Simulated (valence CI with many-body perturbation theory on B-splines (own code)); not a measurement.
Which ion has this spectrum?

A relativistic CI+MBPT calculation for an atom or ion with 51 electrons gives these levels (cm⁻¹):

| J | Parity | E | g |
| --- | --- | --- | --- |
| 5/2 | odd | 0.0 | 0.47 |
| 7/2 | odd | 17385 | 0.87 |
| 5/2 | odd | 30520 | 1.08 |
| 9/2 | odd | 31371 | 1.06 |
| 3/2 | odd | 32180 | 0.94 |
| 1/2 | odd | 34574 | -0.49 |
| 11/2 | odd | 41990 | 1.15 |
| 7/2 | odd | 45359 | 1.29 |
| 13/2 | odd | 49761 | 1.19 |
| 15/2 | odd | 51264 | 1.11 |
| 9/2 | odd | 57904 | 1.35 |
| 5/2 | odd | 62775 | 0.98 |
| 15/2 | odd | 67818 | 1.05 |
| 11/2 | odd | 68871 | 1.34 |

The energies are calculated, and their last digits are not significant.

(1) Which is it?
A. Tl30+
B. Pt27+
C. Re24+
D. Os25+

## Answers

(1) B. Pt27+, ground level 4f⁵ ⁶H°_5/2.
